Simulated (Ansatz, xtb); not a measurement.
Relative energy of two isomers of C4H8N2Si

Structure a is `C[SiH2]c1c[nH]cn1`, a singlet and structure b is `Cc1cnc([SiH3])[nH]1`, a singlet. Both are isolated molecules in the gas phase, relaxed with PBE-D3(BJ)/def2-SVP; the shapes shown needn't be the lowest conformers.

a (Å):

```xyz
15

C     1.8378    0.1282    0.5409
C    -0.8925   -1.1722    0.0977
C    -2.2457   -1.5033    0.0658
C    -1.0517   -3.0306   -1.0110
N    -2.3286   -2.6839   -0.6408
N    -0.1676   -2.1471   -0.5851
Si   -0.0078    0.2953    0.8783
H     2.0181    0.0971   -0.5519
H     2.4130    0.9683    0.9780
H     2.2118   -0.8247    0.9650
H    -0.5456    1.5874    0.3110
H    -0.2834    0.3387    2.3624
H    -3.1343   -1.0110    0.4758
H    -3.1836   -3.2019   -0.8485
H    -0.8363   -3.9390   -1.5896
```

b (Å):

```xyz
15

C     1.2567   -1.1892    2.2589
C     1.1141   -0.5138    0.9364
C     1.9288    0.3853    0.2498
C     0.2189    0.0730   -1.0372
N     1.3740    0.7371   -0.9529
N     0.0332   -0.6974    0.0984
Si   -0.9635    0.1781   -2.4895
H     2.2038   -0.8788    2.7388
H     0.4296   -0.9302    2.9543
H     1.2770   -2.2963    2.1653
H     2.8940    0.7870    0.5864
H    -2.1473   -0.7047   -2.1801
H    -1.4479    1.5850   -2.6952
H    -0.3165   -0.3077   -3.7555
H    -0.7684   -1.3009    0.2883
```

Quicker runs give these differences E(b) − E(a): GFN2-xTB −46.8 kJ/mol; HF/STO-3G +14.2 kJ/mol (at GFN2-xTB geometries); r2SCAN-D4/def2-SVP +18.5 kJ/mol (at GFN2-xTB geometries).

Question: Estimate which is lower in electronic energy at CCSD(T)/def2-SVP + ΔMP2/def2-TZVPP, and by roughly how much.

Answer: The CCSD(T)/def2-SVP + ΔMP2/def2-TZVPP calculation puts structure a lower, by 26.6 kJ/mol.

The same difference at several levels:

| level | geometry | E(b) − E(a) (kJ/mol) | departure from the last row (kJ/mol) | job, with rough time for the two |
| --- | --- | --- | --- | --- |
| GFN2-xTB | GFN2-xTB | −46.8 | −73.4 | optimisation, 0.17 s |
| HF/STO-3G | GFN2-xTB | +14.2 | −12.3 | single point, 0.38 s |
| r2SCAN-D4/def2-SVP | GFN2-xTB | +18.5 | −8.1 | single point, 3.7 s |
| PBE-D3(BJ)/def2-SVP | PBE-D3(BJ)/def2-SVP | +16.0 | −10.6 | optimisation, 16 s |
| HF/def2-SVP | PBE-D3(BJ)/def2-SVP | +19.3 | −7.3 | part of the CCSD(T) run |
| MP2/def2-SVP | PBE-D3(BJ)/def2-SVP | +15.6 | −11.0 | part of the CCSD(T) run |
| CCSD(T)/def2-SVP | PBE-D3(BJ)/def2-SVP | +15.3 | −11.3 | single point |
| CCSD(T)/def2-SVP + ΔMP2/def2-TZVPP | PBE-D3(BJ)/def2-SVP | +26.6 |  | single point, 60 s |

As drawn, b has 1 C–C, 1 Si–H in place of 1 C–Si, 1 C–H.

GFN2-xTB puts the two in the other order. The largest departure from CCSD(T)/def2-SVP + ΔMP2/def2-TZVPP is that of GFN2-xTB, 73.4 kJ/mol. A small imaginary or near-zero mode remains, so no thermal terms are given. The last row adds to CCSD(T) the change of the MP2 difference between the two basis sets, here +11.3 kJ/mol.

The correlated steps freeze 11 core orbitals. Programs: Ansatz 0.2.0, xtb 6.7.1; the last row on 4 threads of Arm Neoverse V1 on a shared host.
